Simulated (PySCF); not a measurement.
# Os²⁺ (osmium, charge +2): UHF calculation

Configuration: [Xe] 4f14 5d5 6s1, high-spin 7S determinant (an excited configuration). Computed with PySCF 2.14 in aug-cc-pVTZ-PP with one added diffuse shell each of s, p, d, f, g type with ECP60MDF (7s7p6d4f3g, 113 functions), with scalar relativity through the core potential.

| Quantity | Value |
| --- | --- |
| Total energy | -89.267204 hartree |
| One-electron energy | -144.0962 hartree |
| Hartree (Coulomb) energy | 63.1685 hartree |
| Exchange energy | -8.3394 hartree |
| ⟨S²⟩ | 12.0031 |
| ⟨L²⟩ | 0.000 |
| Sum of ⟨r⟩ | 20.07 bohr |
| Sum of ⟨r²⟩ | 34.82 bohr² |
| Time after the integrals | 2 s of wall time on 1 thread of Neoverse-V1 (shared host) |

```json
{"shell": "5s α", "electrons": "1", "mean orbital energy (eV)": "-131.19", "rms radius, mean of both spins (bohr)": "1.09"}
{"shell": "5s β", "electrons": "1", "mean orbital energy (eV)": "-123.84", "rms radius, mean of both spins (bohr)": "1.09"}
{"shell": "5p α", "electrons": "3", "mean orbital energy (eV)": "-86.849", "rms radius, mean of both spins (bohr)": "1.25"}
{"shell": "5p β", "electrons": "3", "mean orbital energy (eV)": "-76.712", "rms radius, mean of both spins (bohr)": "1.25"}
{"shell": "5d α", "electrons": "5", "mean orbital energy (eV)": "-33.114", "rms radius, mean of both spins (bohr)": "1.76"}
{"shell": "6s α", "electrons": "1", "mean orbital energy (eV)": "-25.822", "rms radius, mean of both spins (bohr)": "2.75"}
```

Energies and moments cover only the electrons outside the core potential. Spin-orbit coupling, which splits the p, d and f shells strongly at this Z, is absent.
